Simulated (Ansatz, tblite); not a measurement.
Cost and result up the ladder for the cluster Ga4O6 (the lowest singlet isomer of a short search) (10 atoms). Total charge 0; singlet. Geometry: PBE-D4/def2-SVP.

```xyz
10

Ga   -0.9755    0.6660   -0.9387
Ga    1.6029    0.7755   -1.4332
Ga   -1.4903   -1.2524    2.0273
Ga    1.3729   -0.2011    1.0138
O    -1.6318   -0.9414   -0.0488
O     0.1037    0.6880   -2.4697
O    -2.5843    0.3321   -0.1195
O     0.5137    1.2824    0.1242
O     0.4355   -1.0916    2.1981
O     2.6531   -0.2574   -0.3535
```

Ansatz on 4 threads of Arm Neoverse V2 on a shared host; xTB runs through tblite on one thread. Times are rough, summed over both states, and most runs start from the orbitals of an earlier one. No level here is sound enough to serve as a yardstick. The other state is a doublet.

The xTB rows come from tblite. The structure comes from a short search, and lower isomers may exist.

Run but left out: HF/def2-TZVP (singlet: restricted singlet, unstable in another Hartree–Fock run and untested here).

Raw xTB energies of ions are shifted by several eV.

| level | functions | vertical IE (eV) | remarks |
| --- | --- | --- | --- |
| GFN1-xTB | 60 | 12.90 | – |
| GFN2-xTB | 60 | 14.70 | – |
| PBE-D4/def2-TZVP | 378 | 7.87 | restricted SCF unstable in HF (singlet) |
| PBE0-D4/def2-TZVP | 378 | 7.71 | restricted SCF unstable in HF (singlet) |

Question: Estimate how long each takes.

Answer: GFN1-xTB 0.02 s; GFN2-xTB 0.022 s; PBE-D4/def2-TZVP 27 s; PBE0-D4/def2-TZVP 81 s. On shared hardware such times vary by a factor of up to 3.
